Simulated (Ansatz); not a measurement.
Reaction (isomerisation): `F[SiH]1COC=N1` → `OC1([SiH3])N=C1F`

Gas-phase electronic energies from Ansatz, PBE0-D4/def2-TZVP geometries. CCSD(T)/CBS is the MP2 limit (def2-TZVPP, def2-QZVPP) plus CCSD(T) − MP2 in def2-TZVPP, frozen cores. Functionals use def2-TZVPP. B3LYP here is the variant with VWN-RPA as its local correlation; programs differ in this. One conformer a species, not always the lowest.

Problem. Is it downhill or uphill in electronic energy at CCSD(T)/CBS, and by how much? (An estimate is asked.)

Solution. Computed: Uphill: ΔE = +459.5 kJ/mol.

Problem. What do these levels give: r2SCAN0-D4, BHLYP-D4, B3LYP, CAM-B3LYP, RPA@PBE/def2-TZVPP, MP2/CBS(def2)? (An estimate is asked.)

Solution. Ansatz gave: r2SCAN0-D4 464.5, BHLYP-D4 474.8, B3LYP 448.3, CAM-B3LYP 459.2, RPA@PBE/def2-TZVPP 436.9, MP2/CBS(def2) 463.9 kJ/mol.

Largest T1 diagnostic among the species: 0.015.

Leaving LDA and LC-ωPBE aside and taking each functional with its dispersion term where it has one, the values, not all of them listed here, spread over 52.2 kJ/mol, from revPBE-D4 to BHLYP-D4. LDA lies +17.6 kJ/mol from PBE without D4. At CCSD(T), def2-SVP lies −51.5 kJ/mol from the extrapolated value and def2-TZVPP −7.6 kJ/mol.
